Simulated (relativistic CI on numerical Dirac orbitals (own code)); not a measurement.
# Co4+: 3p photoemission

Computed with this model: Dirac-Coulomb-Breit CI, separate exchange-only KLI orbitals for each configuration, model QED, valence Slater integrals scaled by 0.9, multiplet model of photoemission in the sudden approximation; configurations [Ar] 3d5 → [Ne] 3s2 3p5 3d5; 80 K; Lorentzian 0.8 eV and Gaussian 0.6 eV FWHM. Energies are those of the free ion, without screening or charge transfer. The energies are binding energies and can lie tens of eV above those of solids. S is read from ⟨S²⟩ = S(S + 1).

Field parameters in Wybourne normalisation: D4h B²₀ = −7Ds, B⁴₀ = 21(Dq − Dt), B⁴₄ = 21√(5/14) Dq. The field is a parameter set, without covalency.

Computed curve for D4h, 10Dq = 16600, Ds = -1500, Dt = 500 cm⁻¹, scaled to 100 at the maximum (points under 2 are left out and the grid is thinned):

Energy (eV), Intensity and a bar:
```
    126.8        2.1 
    127.3        2.7 
    127.7        3.4 
    128.2        4.8 #
    128.7        7.4 ##
    129.1       11.5 ###
    129.6       24.6 #######
    130.0       52.8 ################
    130.5       96.0 #############################
    131.0       99.1 ##############################
    131.4       92.6 ############################
    131.9       69.2 #####################
    132.4       34.4 ##########
    132.8       17.8 #####
    133.3       10.6 ###
    133.8        9.4 ##
    134.2       11.9 ###
    134.7       20.0 ######
    135.2       28.1 ########
    135.6       26.8 ########
    136.1       16.4 ####
    136.5       10.7 ###
    137.0        6.9 ##
    137.5        4.7 #
    137.9        3.3 
    138.4        2.2 
    141.2        2.0 
    153.9        2.6 
    154.4        4.1 #
    154.9        7.4 ##
    155.3       14.0 ####
    155.8       31.5 #########
    156.3       50.5 ###############
    156.7       57.0 #################
    157.2       42.2 ############
    157.6       21.1 ######
    158.1        8.6 ##
    158.6        4.5 #
    159.0        3.0 
    159.5        2.1
```

The ground state has S = 2.50, and the centroid lies at 138.76 eV.
